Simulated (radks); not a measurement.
Values are calculated unless marked as measured or tabulated.
Ionisation of neutral cobalt, [Ar] 3d7 4s2, to Co+, [Ar] 3d8, under several functionals. Scalar-relativistic Kohn-Sham, spin-polarised, spherical densities, finite nucleus; open shells are filled with parallel spins first; a radial shooting solver on a logarithmic mesh with Libxc functionals.

functional            E(Co) (hartree)  Exc (hartree)  IE (eV)  -e(HOMO) (eV)  <r> HOMO (bohr)  IE error (eV)
exchange-only r2SCAN      -1392.22742      -58.38250    7.597          4.649            3.085         -0.284
OLYP                      -1393.79774      -60.05396    7.233          4.894            3.016         -0.648
AM05                      -1391.00619      -57.15349    7.597          5.140            2.965         -0.284
RPBE                      -1393.41959      -59.61150    7.611          5.103            2.989         -0.270
PBEsol                    -1391.97595      -58.13760    7.682          5.194            2.956         -0.199
XLYP                      -1393.80501      -59.99846    7.900          5.180            2.962         +0.019

NIST Atomic Spectra Database: 7.881 eV (measured). Closest: XLYP. The Delta-SCF values span 0.67 eV, the total energies 2.80 hartree. The highest occupied level is 4s. Open shells are spherical and high-spin; term and fine-structure splittings are not resolved.
